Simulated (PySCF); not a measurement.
C₅H₅FO, SMILES O=C[C@]1(F)C=CC1.

The structure is a stationary point at r2SCAN-D4/def2-SVP. The structure was generated by enumeration; whether it is a known compound was not checked. Other conformers were not sampled.

Level of theory: r2SCAN-D4/def2-SVP (PySCF).

No scaling factor is applied to the harmonic values.

| mode | ν (cm⁻¹) | IR (km/mol) | Raman (Å⁴/amu) | depolarisation | moving atoms (share of kinetic energy) |
|---|---|---|---|---|---|
| 1 | 78 | 9.6 | 3.7 | 0.74 | O 38 %, C 31 %, H 28 % |
| 2 | 146 | 3.0 | 1.9 | 0.75 | C 49 %, H 23 %, O 21 % |
| 3 | 266 | 5.1 | 2.6 | 0.62 | C 46 %, H 32 %, O 14 %, F 9 % |
| 4 | 304 | 6.3 | 3.7 | 0.66 | C 41 %, F 28 %, H 21 %, O 9 % |
| 5 | 398 | 2.3 | 2.7 | 0.72 | C 51 %, F 28 %, H 19 % |
| 6 | 436 | 2.6 | 3.5 | 0.63 | C 33 %, H 26 %, F 21 %, O 19 % |
| 7 | 585 | 15.7 | 3.5 | 0.19 | H 31 %, F 24 %, C 23 %, O 22 % |
| 8 | 646 | 0.1 | 3.7 | 0.25 | C 56 %, H 23 %, F 20 % |
| 9 | 757 | 72.8 | 3.2 | 0.51 | H 50 %, C 44 % |
| 10 | 865 | 4.8 | 3.6 | 0.63 | C 65 %, H 35 % |
| 11 | 903 | 16.9 | 2.6 | 0.55 | C 48 %, H 42 %, F 9 % |
| 12 | 941 | 6.8 | 1.5 | 0.64 | H 75 %, C 25 % |
| 13 | 945 | 18.2 | 4.2 | 0.68 | H 51 %, C 47 % |
| 14 | 974 | 9.5 | 7.3 | 0.56 | H 51 %, C 47 % |
| 15 | 1057 | 12.9 | 8.9 | 0.35 | H 61 %, C 35 % |
| 16 | 1069 | 7.7 | 6.7 | 0.75 | H 64 %, C 33 % |
| 17 | 1107 | 3.8 | 8.8 | 0.68 | C 70 %, H 28 % |
| 18 | 1191 | 86.4 | 6.7 | 0.23 | C 57 %, H 34 %, F 8 % |
| 19 | 1204 | 8.8 | 2.1 | 0.46 | C 56 %, H 43 % |
| 20 | 1237 | 9.2 | 6.0 | 0.24 | C 63 %, H 36 % |
| 21 | 1303 | 27.4 | 1.8 | 0.74 | C 55 %, H 45 % |
| 22 | 1374 | 28.9 | 7.8 | 0.25 | H 78 %, C 15 % |
| 23 | 1425 | 7.1 | 16.3 | 0.69 | H 88 %, C 12 % |
| 24 | 1633 | 3.0 | 26.8 | 0.09 | C 90 %, H 10 % |
| 25 | 1846 | 128.6 | 8.9 | 0.64 | C 60 %, O 38 % |
| 26 | 2872 | 130.0 | 227.6 | 0.30 | H 92 % |
| 27 | 3057 | 14.8 | 143.3 | 0.13 | H 95 % |
| 28 | 3132 | 3.5 | 87.9 | 0.74 | H 90 %, C 10 % |
| 29 | 3190 | 4.8 | 108.1 | 0.69 | H 92 % |
| 30 | 3222 | 6.5 | 156.7 | 0.12 | H 89 %, C 11 % |
